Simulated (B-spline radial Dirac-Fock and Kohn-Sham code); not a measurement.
## Fe 2p3/2: cross section and angular parameters

System: atomic iron, configuration [Ar] 3d6 4s2; threshold 706.8 eV (tabulated edge). Calculated with a radial atomic solver, using Dirac-Hartree-Slater photoionisation with a Latter tail; cross sections with all multipoles, angular parameters from the dipole term and its interference with E2.

Input of the calculation (task.json; shells as n, l, electrons):

```json
{"items": [{
  "Z": 26,
  "q": 0,
  "cfg": [[1, 0, 2], [2, 0, 2], [2, 1, 6], [3, 0, 2], [3, 1, 6], [3, 2, 6], [4, 0, 2]],
  "A": 56,
  "rrms": 3.7377,
  "do": "xps",
  "hv": [53.9, 77.2, 80, 114.0, 166.0, 194.0, 300, 400, 583.0, 800, 843.0, 855.0, 1000.0, 1070.0, 1170.0, 1220.0, 1300.0, 1420.0, 1850.0, 1900.0, 1930.0, 2000, 2010.0, 2680.0, 2984.4, 3640.0, 5414.7, 6000, 11200.0, 11800.0],
  "edges": {"K": 7112.0, "L1": 844.6, "L2": 719.9, "L3": 706.8, "M1": 91.3}
}]}
```

Run with: `python xray2_run.py task.json out`

| hν (eV) | σ (kb) | β | γ | δ |
| --- | --- | --- | --- | --- |
| 800 | 692 | 1.061 | -0.106 | 0.008 |
| 843 | 607 | 1.183 | -0.095 | 0.009 |
| 855 | 587 | 1.209 | -0.090 | 0.010 |
| 1000 | 402 | 1.380 | -0.003 | 0.016 |
| 1070 | 339 | 1.417 | 0.043 | 0.018 |
| 1170 | ? | ? | ? | ? |
| 1220 | 242 | 1.457 | 0.136 | 0.021 |
| 1300 | 205 | 1.466 | 0.182 | 0.023 |
| 1420 | 162 | 1.470 | 0.246 | 0.025 |
| 1850 | 77.5 | 1.442 | 0.437 | 0.033 |
| 1900 | 71.9 | 1.437 | 0.456 | 0.034 |
| 1930 | 68.7 | 1.434 | 0.468 | 0.034 |
| 2000 | 62.1 | 1.426 | 0.493 | 0.036 |
| 2010 | 61.2 | 1.425 | 0.497 | 0.036 |
| 2680 | 26.2 | 1.342 | 0.699 | 0.050 |
| 2984.4 | 19.0 | 1.303 | 0.770 | 0.057 |
| 3640 | 10.3 | 1.222 | 0.897 | 0.072 |
| 5414.7 | 2.90 | 1.039 | 1.127 | 0.113 |
| 6000 | 2.07 | 0.988 | 1.180 | 0.127 |
| 11200 | 0.248 | 0.677 | 1.452 | 0.241 |
| 11800 | 0.206 | 0.652 | 1.471 | 0.253 |

Problem. Give the values at 1170 eV.

Solution. σ = 270 kb, β = 1.448, γ = 0.106, δ = 0.020.
